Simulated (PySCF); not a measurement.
Molecule (SMILES): Cl[Si]Cl (closed-shell singlet).
Geometry (B3LYP-D3(BJ)/def2-TZVP, fixed):
```xyz
3

Si    -0.0165     0.0173     0.9364
Cl     1.0611     1.2272    -0.3899
Cl    -1.0475    -1.2415    -0.3813
```

Basis-set convergence of the mean static polarisability at PBE0 with PySCF. All functions are spherical. Density fitting with generated auxiliary sets. No added dispersion term, no relativity. Reference: the value in aug-pcseg-3, 58.85 bohr³, itself unsure by roughly 0.3 % (its mean distance from aug-cc-pV(Q+d)Z, aug-pcseg-2, aug-cc-pV(T+d)Z). Deviations are taken from unrounded values. Cost is core time over that of def2-SVP, rough, on shared machines of one kind; a dash marks a row that isn't timed (too short, read off another run, short of memory, by another algorithm or on other hardware).

```csv
basis,functions,cost
def2-SVP,54,1×
6-31+G*,66,-
6-311+G**,90,3×
Sadlej pVTZ,96,3×
"6-311++G(2d,2p)",105,3×
def2-TZVP,111,4×
def2-TZVPP,126,4×
"6-311++G(3df,3pd)",141,6×
def2-QZVPP,210,10×
```

Problem. Which is the smallest set listed that can be trusted to 1 % here, that is, within that of the reference together with its larger relatives (same family, alike in diffuse functions; a set with none to test it counts only in the reference's own line)?

Solution. Of the sets listed that have larger relatives (same family, alike in diffuse functions), none stays within 1 % of the reference together with them. Inside, with no larger relative to test it: Sadlej pVTZ. Value minus reference over the reference: def2-SVP -28.3, 6-31+G* -15.6, 6-311+G** -15.2, Sadlej pVTZ -0.3, 6-311++G(2d,2p) -8.7, def2-TZVP -13.4, def2-TZVPP -13.2, 6-311++G(3df,3pd) -2.1, def2-QZVPP -4.9 %.
